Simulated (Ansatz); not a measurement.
Relaxation of ClF$_{3}$H$_{2}$NZr (8 atoms, charge 0, multiplicity 2), to a largest force component of 0.03 eV/Å in at most 50 steps.

Theory: UKS PBE-D4/def2-SVP (Ansatz).

```xyz
8
Properties=species:S:1:pos:R:3:forces:R:3
Zr -0.020 0.062 -0.561 0.01 -0.04 0.48
Cl 0.093 -0.164 3.134 0.10 -0.19 -3.85
F 1.849 0.039 -0.972 0.01 0.00 0.01
F -1.135 1.614 -0.483 0.00 0.01 -0.01
N -0.977 -1.698 -0.758 0.02 0.01 0.01
H -1.993 -1.846 -0.694 -0.01 0.00 0.00
H -0.538 -2.609 -0.948 -0.01 -0.01 0.00
F 0.034 -0.058 4.742 -0.12 0.21 3.36
```

Problem. Where does it end, and by what steps?

Solution. It converged. The force dipped under the threshold on the way, but the program's further checks kept it going. After 45 steps the energy has fallen by 5.601 eV; F8 moved furthest, 2.75 Å. Parted: Cl2–F8 (1.61 → 3.20 Å). Joined: Zr1–Cl2 (3.70 → 2.47 Å), Zr1–F8 (5.30 → 1.92 Å).

```
step  energy less start (eV)  largest force component (eV/Å)  accepted
   0                  0.0000                           3.850       yes
   2                 -0.8304                           4.153       yes
   4                 -1.8858                           2.850       yes
   6                 -2.4258                           0.123       yes
   8                 -2.4490                           0.866       yes
  10                 -2.6054                           0.199       yes
  12                 -2.7569                           0.401       yes
  14                 -3.0853                           0.883       yes
  16                 -3.7450                           1.377       yes
  18                 -4.2347                           1.145       yes
  20                 -4.5271                           1.220       yes
  22                 -4.8618                           0.427       yes
  24                 -5.1956                           0.337       yes
  26                 -5.4731                           0.473       yes
  28                 -5.5260                           0.214       yes
  30                 -5.5283                           0.026       yes
  32                 -5.5249                           0.393        no
  34                 -5.5322                           0.150       yes
  36                 -5.5360                           0.156       yes
  38                 -5.5493                           0.121       yes
  40                 -5.5663                           0.468       yes
  42                 -5.5978                           0.060       yes
  44                 -5.6007                           0.039       yes
  45                 -5.6009                           0.008       yes
```

```xyz
8
Properties=species:S:1:pos:R:3
Zr -0.163 0.250 0.819
Cl -0.123 -1.862 2.099
F 1.290 0.649 -0.357
F -1.850 0.989 0.306
N -0.639 -1.606 -0.475
H -1.546 -2.102 -0.476
H 0.066 -2.280 -0.818
F 0.277 1.303 2.362
```

Whether the end is a true minimum wasn't checked by a vibrational analysis.

Run time: 2.3 min on 4 threads of Arm Neoverse V1 (shared host), peak memory 0.3 GiB.
